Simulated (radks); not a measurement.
Ir5+, configuration [Xe] 4f14 5d4.

Calculated with a radial shooting solver on a logarithmic mesh with Libxc functionals: scalar-relativistic Kohn-Sham, LDA (Slater exchange, VWN5 correlation), spin-polarised, spherical densities, finite nucleus; open shells are filled with parallel spins first (spin-orbit coupling, left out, can overturn this in heavy ions); Fermi nuclear charge, rms radius 5.4032 fm.

Energy parts (eV):
total: -484588.67
kinetic: 538383.57
electron-nucleus: -1197877.79
Hartree: 183994.28
exchange-correlation: -9088.73

Orbitals (lengths in bohr, moments of r in powers of bohr; r(max) is where P^2 peaks):
orbital  occ.  eigenvalue (eV)   r(max)      <r>
1s up       1        -76102.86  0.01083  0.01745
1s down     1        -76102.86  0.01083  0.01745
2s up       1        -13368.89  0.06235  0.07367
2s down     1        -13368.57  0.06235  0.07366
2p up       3        -11631.29  0.05139  0.06626
2p down     3        -11631.02  0.05139  0.06626
3s up       1        -3175.797   0.1758   0.1906
3s down     1        -3175.638   0.1758   0.1906
3p up       3        -2667.473   0.1746   0.1914
3p down     3        -2667.305   0.1746   0.1914
3d up       5        -2105.896   0.1420   0.1733
3d down     5        -2105.653   0.1420   0.1733
4s up       1        -727.3891   0.3974   0.4236
4s down     1        -727.0585   0.3974   0.4236
4p up       3        -560.5143   0.4175   0.4508
4p down     3        -560.1806   0.4176   0.4507
4d up       5        -355.2458   0.4262   0.4786
4d down     5        -354.8460   0.4262   0.4783
5s up       1        -162.2646   0.8886   0.9691
5s down     1        -159.9315   0.8852   0.9642
4f up       7        -126.8745   0.3942   0.5342
4f down     7        -126.2700   0.3940   0.5316
5p up       3        -118.1597   0.9963    1.106
5p down     3        -115.3490   0.9911    1.101
5d up       4         -66.5994    1.232    1.425
5d down     0         -63.3987    1.225    1.429

The highest occupied level is 5d up at -66.599 eV. For comparison, the ionisation energy in NIST's Atomic Spectra Database is 72 eV (theoretical). In exact Kohn-Sham theory the highest level is minus the ionisation energy, but local and semilocal functionals leave it too shallow, through self-interaction and a potential that decays too fast; potentials with the right tail come closer.
